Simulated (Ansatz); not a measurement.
NiHg₅Te₄Cl₄⁻, a doped nanocrystal cut from zinc blende HgTe (Ni for one cation, 4 Cl caps). The state is a quartet with charge -1. Geometry r2SCAN-D4/def2-SVP, that of the neutral triplet; atoms count from 1.

```xyz
14

Te   -2.056   -2.193    1.596
Te   -0.584    2.909    0.906
Te   -0.110   -0.865   -2.407
Te    3.165   -0.890    1.441
Ni   -2.042   -1.392   -0.845
Hg   -0.796    1.753   -1.920
Hg   -1.757    0.578    1.728
Hg    0.644   -1.853    1.953
Hg    1.547    1.333    1.520
Hg    2.399   -1.325   -1.349
Cl   -3.462    0.266   -1.033
Cl   -1.468    3.760   -3.021
Cl    0.190    0.202    3.843
Cl    4.331   -2.283   -2.411
```

In the def2 sets Hg, Te take a core potential; there is no spin–orbit coupling. Single mean-field runs in def2-TZVP are fitted with def2-universal-jkfit. At PBE0-D4/def2-TZVP a doublet of charge -1 lies 1.22 eV below the quartet at the same geometry.

Q: Estimate the Mulliken populations from the PBE0/def2-TZVP orbitals of Ansatz.

A: 
```tsv
atom	charge (e)	spin (α − β)	d electrons
Te1	-0.35	0.19	–
Te2	-0.36	0.06	–
Te3	-0.35	0.16	–
Te4	-0.35	0.08	–
Ni5	0.28	1.63	8.52
Hg6	0.54	0.02	9.93
Hg7	0.35	0.27	9.93
Hg8	0.28	0.29	9.93
Hg9	0.35	0.13	9.93
Hg10	0.49	0.03	9.93
Cl11	-0.38	0.13	–
Cl12	-0.50	0.01	–
Cl13	-0.49	-0.01	–
Cl14	-0.51	0.01	–
```
Mulliken values depend strongly on the basis.

Q: Where does the spin sit?

A: Summed by element: Te 0.48, Ni 1.63, Hg 0.74, Cl 0.15, of 3 unpaired in all. Largest on single atoms: Ni5 1.63, Hg8 0.29, Hg7 0.27.

Q: And the Mayer bond orders between heavy atoms (over 0.3)?

A: Te1–Ni5 0.87 (2.57 Å); Te1–Hg7 0.61 (2.79 Å); Te1–Hg8 0.66 (2.74 Å); Te2–Hg6 0.47 (3.06 Å); Te2–Hg7 0.69 (2.74 Å); Te2–Hg9 0.81 (2.72 Å); Te3–Ni5 0.86 (2.54 Å); Te3–Hg6 0.70 (2.75 Å); Te3–Hg10 0.70 (2.76 Å); Te4–Hg8 0.64 (2.75 Å); Te4–Hg9 0.76 (2.75 Å); Te4–Hg10 0.57 (2.93 Å); Ni5–Cl11 0.82 (2.19 Å); Hg6–Cl12 0.76 (2.39 Å); Hg10–Cl14 0.75 (2.40 Å).
